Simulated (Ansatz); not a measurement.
One change: `[F][Al]([SH])[Br]` becomes `[F][In]([SH])[Br]`.

Ansatz, PBE0-D4/def2-TZVP geometries, multiplicity 1. Each molecule was computed in one conformer, which needn't be the lowest.

Elements past krypton have def2 core potentials. Scalar relativity is left out up to krypton.

| property | `[F][Al]([SH])[Br]` |
| --- | --- |
| HOMO–LUMO gap (PBE/def2-TZVPP) / eV | 5.07 |
| LUMO energy (PBE/def2-TZVPP) / eV | -1.98 |
| size of the dipole moment (PBE/def2-TZVPP) / D | 1.40 |
| HOMO–LUMO gap (PBE0/def2-TZVPP) / eV | 7.14 |
| HOMO energy (ωB97M-V/def2-TZVPP) / eV | -10.46 |
| HOMO energy (PBE/def2-TZVPP) / eV | -7.05 |

Q: Give the same properties after the change, and the shifts. (Estimate.)

A: Ansatz gave: 
```tsv
property	`[F][In]([SH])[Br]`	shift
HOMO–LUMO gap (PBE/def2-TZVPP) / eV	3.66	-1.41
LUMO energy (PBE/def2-TZVPP) / eV	-3.43	-1.45
size of the dipole moment (PBE/def2-TZVPP) / D	2.35	0.95
HOMO–LUMO gap (PBE0/def2-TZVPP) / eV	5.75	-1.39
HOMO energy (ωB97M-V/def2-TZVPP) / eV	-10.53	-0.07
HOMO energy (PBE/def2-TZVPP) / eV	-7.09	-0.04
```

With PBE0 the HOMO falls by 0.05 eV and the LUMO falls by 1.45 eV, so the gap narrows by about 1.40 eV. PBE moves the HOMO by -0.04 eV and ωB97M-V by -0.07 eV. Dipoles are sizes alone; their direction can turn.

Spin–orbit coupling is left out; it splits and shifts lone-pair levels of the heavy atoms by tenths of an eV.
